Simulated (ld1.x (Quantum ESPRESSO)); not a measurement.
# Ranking TM potentials for cobalt (Co)

All share these settings but for the change named:

cobalt (Co), norm-conserving Troullier–Martins (Kleinman–Bylander form), made with ld1.x (Quantum ESPRESSO) 7.5 (LDA (PZ), scalar-relativistic). Core [Ne], reference 3s2 3p6 3d7 4s2 4p0. Waves: 3s (bound): rc 1.00 bohr; 3p (bound): rc 1.35 bohr; 3d (bound): rc 1.35 bohr. Local part: all-electron potential smoothed inside 1.30 bohr (lloc = -2). Core correction: none.

Occupied shells without a wave of their own: 4s. They enter only through the test configuration that unscreens the potential.

Cutoff: the first of the cutoffs (Ry, on a coarse ladder) from which the occupation-weighted sum of valence levels, in a spherical-Bessel basis at the reference potential, stays within 10 and 1 mRy of its value at 400 Ry; the density cutoff is not measured.

The base gives 160 Ry.

Of 7 variants that were run, those that failed, showed a ghost or another fault, or gave nearly equal values are left out.

**Question.** Rank these variants from softest to hardest (loose cutoff).
A. wave 3s (bound): rc 1.00 bohr becomes 3s (bound): rc 1.04 bohr
B. wave 3s (bound): rc 1.00 bohr becomes 3s (bound): rc 0.68 bohr
C. wave 3s (bound): rc 1.00 bohr becomes 3s (bound): rc 0.82 bohr

**Answer.** A (140 Ry), C (200 Ry), B (230 Ry).
